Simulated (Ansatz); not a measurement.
Cost and result for the atomization energy of `[CH3][In]([SH])[SiH2]O` (12 atoms, 11 bonds).

Z-matrix (Å, degrees):
```
C
In 1 2.147
H 1 1.089 2 111.8
H 1 1.091 2 109.0 3 120.8
H 1 1.091 2 109.1 3 -120.9
S 2 2.421 1 113.4 3 179.1
Si 2 2.576 1 138.9 3 0.6
H 6 1.343 2 95.5 1 -2.7
O 7 1.653 2 110.7 1 -167.9
H 7 1.494 2 109.3 1 69.1
H 7 1.486 2 112.5 1 -49.8
H 9 0.958 7 117.7 2 -38.4
```

The species carries charge 0 and has multiplicity 1. Correlated methods include outer-core shells of In, which these sets cover unevenly. In takes the def2 core potential. The structure was optimised at the PBE0-D4/def2-TZVP level. It is one conformer, not always the lowest. Program: Ansatz. All runs use 2 threads of an AMD EPYC 7R13 on a shared host and a share of an NVIDIA H100 80 GB. Times are those of one run each, without the atoms' runs, and a repeat can differ threefold. Electronic energies, without spin–orbit coupling; frozen cores. CCSD(T)/CBS adds CCSD(T) − MP2 in def2-TZVPP to the MP2 limit, and its time is that of the two runs behind it. T1 = 0.013. With those shells the extrapolation isn't a true limit. B3LYP takes the VWN-RPA correlation (the form of Gaussian; ORCA's B3LYP/G).

CCSD(T)/CBS is a level of theory with its own doubt, some kJ/mol a heavy atom from the limit and from the frozen cores, so smaller differences don't rank the functionals.

| level | functions | wall time |
| --- | --- | --- |
| r2SCAN-D4/def2-TZVPP (with forces) | 294 | 2.8 s |
| B3LYP-D4/def2-TZVPP (with forces) | 294 | 3 s |
| ωB97X-V/def2-TZVPP | 294 | 3.2 s |
| PBE0-D4/def2-TZVPP | 294 | 3.3 s |
| PBE-D4/def2-TZVPP (with forces) | 294 | 3.5 s |
| B2PLYP/def2-TZVPP | 294 | 5.5 s |
| MP2/def2-QZVPP | 546 | 6 s |
| ωB97M-V/def2-TZVPP (with forces) | 294 | 6.5 s |
| CCSD(T)/def2-TZVPP | 294 | 7 s |
| CCSD(T)/CBS(def2) | – | 13 s |

(1) What atomization energy does each give, and how far from CCSD(T)/CBS? (Best estimate.)

Results:

(1) Computed: 
```json
{"level": "r2SCAN-D4/def2-TZVPP (with forces)", "atomization (kcal/mol)": "925.8", "difference from CCSD(T)/CBS": "-2.8", "per bond": "-0.3"}
{"level": "B3LYP-D4/def2-TZVPP (with forces)", "atomization (kcal/mol)": "917.3", "difference from CCSD(T)/CBS": "-11.3", "per bond": "-1.0"}
{"level": "ωB97X-V/def2-TZVPP", "atomization (kcal/mol)": "929.1", "difference from CCSD(T)/CBS": "0.5", "per bond": "0.0"}
{"level": "PBE0-D4/def2-TZVPP", "atomization (kcal/mol)": "917.3", "difference from CCSD(T)/CBS": "-11.3", "per bond": "-1.0"}
{"level": "PBE-D4/def2-TZVPP (with forces)", "atomization (kcal/mol)": "928.6", "difference from CCSD(T)/CBS": "0.0", "per bond": "0.0"}
{"level": "B2PLYP/def2-TZVPP", "atomization (kcal/mol)": "908.2", "difference from CCSD(T)/CBS": "-20.4", "per bond": "-1.9"}
{"level": "MP2/def2-QZVPP", "atomization (kcal/mol)": "925.2", "difference from CCSD(T)/CBS": "-3.4", "per bond": "-0.3"}
{"level": "ωB97M-V/def2-TZVPP (with forces)", "atomization (kcal/mol)": "926.9", "difference from CCSD(T)/CBS": "-1.7", "per bond": "-0.2"}
{"level": "CCSD(T)/def2-TZVPP", "atomization (kcal/mol)": "902.2", "difference from CCSD(T)/CBS": "-26.4", "per bond": "-2.4"}
{"level": "CCSD(T)/CBS(def2)", "atomization (kcal/mol)": "928.6", "difference from CCSD(T)/CBS": "0.0", "per bond": "0.0"}
```

From PBE to PBE0 (25 % exact exchange), in def2-TZVPP and without D4, the atomization energy moves by −10.5 kcal/mol: exact exchange takes away binding that semilocal exchange gives to molecules. In def2-TZVPP, CCSD(T) changes the Hartree–Fock value by +233.4 kcal/mol (the triples alone add +13.4 kcal/mol) and MP2 by +240.8 kcal/mol; breaking electron pairs costs correlation energy, which Hartree–Fock lacks. The D4 term adds +10.3 kcal/mol with B3LYP and +5.5 kcal/mol with PBE0; it sums over pairs of atoms, weighted by their polarisabilities, and B3LYP, whose exchange is more repulsive, gets the larger term.

Spin–orbit coupling would lower the free In atoms strongly, and the atomization energy with them, by more than many differences here.
